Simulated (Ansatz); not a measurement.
`BOB1CO1` + `N=C=N` → `BN=C=N` + `OB1CO1`  (ligand exchange at a B–O bond)

Calculated with Ansatz (gas phase, PBE0-D4/def2-TZVP geometries, no zero-point term in ΔE). CBS: MP2 limit from def2 TZ/QZ plus the TZ coupled-cluster correction, frozen cores. This one scheme is used for every species. Each species was taken in one conformer, which may not be the lowest.

```json
{"species": "`BOB1CO1`", "MP2/CBS(def2) energy (Eh)": "-240.39645"}
{"species": "`N=C=N`", "MP2/CBS(def2) energy (Eh)": "-148.58830"}
{"species": "`BN=C=N`", "MP2/CBS(def2) energy (Eh)": "-173.98966"}
{"species": "`OB1CO1`", "MP2/CBS(def2) energy (Eh)": "-214.99548"}
```

(1) Work out ΔE.

Largest T1 diagnostic among the species: 0.017.

Results:

(1) ΔE = (-173.98966) + (-214.99548) − (-240.39645) − (-148.58830) = -0.00039 Eh = -1.0 kJ/mol. CCSD(T)/CBS gives +3.4 kJ/mol.

From PBE to PBE0 (25 % exact exchange), in def2-TZVPP and without D4, ΔE moves by +3.9 kJ/mol. In def2-TZVPP, CCSD(T) changes the Hartree–Fock value by −6.3 kJ/mol (the triples alone add −1.1 kJ/mol) and MP2 by −10.7 kJ/mol.
